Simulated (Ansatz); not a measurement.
Consider the redistribution: `FC[BH][SnH3]` + `C=C[O][AlH][OH]` → `C=C[O][AlH][SnH3]` + `OBCF`.

Program: Ansatz. Geometries: PBE0-D4/def2-TZVP. ΔE: electronic, gas phase. CBS: MP2 limit from def2 TZ/QZ plus the TZ coupled-cluster correction, frozen cores. Functionals use def2-TZVPP. def2 core potentials past Kr. For Sn outer-core shells are correlated without core-valence functions, which leaves a few kJ/mol of doubt a bond. Each species was taken in one conformer, which may not be the lowest.

```tsv
species	r2SCAN-D4 energy (Eh)
`FC[BH][SnH3]`	-380.71038
`C=C[O][AlH][OH]`	-472.13595
`C=C[O][AlH][SnH3]`	-612.41728
`OBCF`	-240.44684
```

**Question.** Work out ΔE.

**Answer.** ΔE = (-612.41728) + (-240.44684) − (-380.71038) − (-472.13595) = -0.01779 Eh = -46.7 kJ/mol. CCSD(T)/CBS gives -45.1 kJ/mol.

Largest T1 diagnostic among the species: 0.014.

In def2-TZVPP, CCSD(T) changes the Hartree–Fock value by +5.1 kJ/mol (the triples alone add −0.5 kJ/mol) and MP2 by +9.0 kJ/mol.
